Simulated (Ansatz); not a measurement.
Geometry optimisation of `C[NH2+][InH3-]`.

```yaml
crystal:
  periodic: [false, false, false]
  atoms:
    - {symbol: C, position_ang: [1.219699, -0.841651, 0.124199]}
    - {symbol: N, position_ang: [0.508596, 0.401385, 0.465662]}
    - {symbol: In, position_ang: [-1.691768, 0.543506, -0.508869]}
    - {symbol: H, position_ang: [1.316721, -0.912061, -0.976507]}
    - {symbol: H, position_ang: [2.231691, -0.913407, 0.578122]}
    - {symbol: H, position_ang: [0.615953, -1.707529, 0.458426]}
    - {symbol: H, position_ang: [1.038015, 1.226643, 0.153276]}
    - {symbol: H, position_ang: [0.408222, 0.500489, 1.485075]}
    - {symbol: H, position_ang: [-1.146349, 0.442452, -2.176303]}
    - {symbol: H, position_ang: [-2.313092, -0.906900, 0.262636]}
    - {symbol: H, position_ang: [-2.122187, 2.110072, 0.154984]}
basis:
  gaussian: {orbitals: def2-TZVP}
hamiltonian: {xc: pbe0, dispersion: d4}
relax: {f_tol: 0.005, max_steps: 150}
```

```sh
$ ansatz run in.yaml --threads 4 --pin off --events-out ev --progress --plain --max-ram 10444MiB
```

Shortened log:

```
Functional definition: PBE0
mean field -7828.55595858 eV, -287.6941250920 hartree, gradient 8.9e-6 eV, S^2 0.000000; 0 other end points of the search recorded, 0 dependent functions left out
relax step   1: F+E_penalty+E_count = -7828.70829552 eV  Δ(F+E_penalty+E_count) = +0.000e0 eV  max|allowed force component| = 6.214e-1 eV/Å  Δτ_max = 0.0000 Å  (26 SCF iters, accepted)
mean field -7828.58488871 eV, -287.6951882545 hartree, gradient 2.6e-5 eV, S^2 0.000000; 0 other end points of the search recorded, 0 dependent functions left out
relax step   2: F+E_penalty+E_count = -7828.73918306 eV  Δ(F+E_penalty+E_count) = -3.089e-2 eV  max|allowed force component| = 1.687e-1 eV/Å  Δτ_max = 0.0554 Å  (29 SCF iters, accepted)
mean field -7828.59024391 eV, -287.6953850545 hartree, gradient 2.6e-5 eV, S^2 0.000000; 0 other end points of the search recorded, 0 dependent functions left out
relax step   3: F+E_penalty+E_count = -7828.74389834 eV  Δ(F+E_penalty+E_count) = -4.715e-3 eV  max|allowed force component| = 4.979e-2 eV/Å  Δτ_max = 0.0288 Å  (30 SCF iters, accepted)
mean field -7828.58956391 eV, -287.6953600652 hartree, gradient 2.6e-5 eV, S^2 0.000000; 0 other end points of the search recorded, 0 dependent functions left out
relax step   4: F+E_penalty+E_count = -7828.74332101 eV  Δ(F+E_penalty+E_count) = +5.773e-4 eV  max|allowed force component| = 8.161e-2 eV/Å  Δτ_max = 0.0126 Å  (29 SCF iters, rejected (line search))
mean field -7828.59055136 eV, -287.6953963531 hartree, gradient 2.6e-5 eV, S^2 0.000000; 0 other end points of the search recorded, 0 dependent functions left out
relax step   5: F+E_penalty+E_count = -7828.74423798 eV  Δ(F+E_penalty+E_count) = -3.396e-4 eV  max|allowed force component| = 4.921e-3 eV/Å  Δτ_max = 0.0062 Å  (30 SCF iters, accepted)
mean field -7828.59055136 eV, -287.6953963531 hartree, gradient 2.6e-5 eV, S^2 0.000000; 1 other end points of the search recorded, 0 dependent functions left out
Total energy: -7828.74428572 eV, -287.7010459868 hartree
Atom 0 at     1.209241    -0.837465     0.121088 Å, force    -0.002472     0.002137    -0.000210 eV/Å
Atom 1 at     0.501590     0.399661     0.460862 Å, force     0.004921    -0.001970     0.001514 eV/Å
Atom 2 at    -1.666936     0.538544    -0.500124 Å, force     0.001179    -0.002832    -0.001382 eV/Å
Atom 3 at     1.303452    -0.904568    -0.962810 Å, force    -0.001827     0.000482    -0.002256 eV/Å
Atom 4 at     2.204811    -0.896053     0.570065 Å, force    -0.000650     0.000873    -0.000388 eV/Å
Atom 5 at     0.616482    -1.688028     0.457910 Å, force    -0.002475     0.000343     0.000927 eV/Å
Atom 6 at     1.026965     1.209247     0.150656 Å, force    -0.000405     0.003331    -0.000811 eV/Å
Atom 7 at     0.397444     0.488276     1.465357 Å, force    -0.002586     0.000547     0.001775 eV/Å
Atom 8 at    -1.139207     0.439633    -2.153024 Å, force    -0.000077    -0.001279     0.000743 eV/Å
Atom 9 at    -2.290862    -0.895686     0.257603 Å, force     0.000283    -0.000149    -0.001170 eV/Å
Atom 10 at    -2.097479     2.089439     0.153117 Å, force     0.004108    -0.001483     0.001258 eV/Å
Dipole moment:     0.907774    -0.081300     0.389478 e Å
```

It took 13 s on 4 threads of an Arm Neoverse V1 on a shared host, with 0.37 GiB of host memory at the peak.
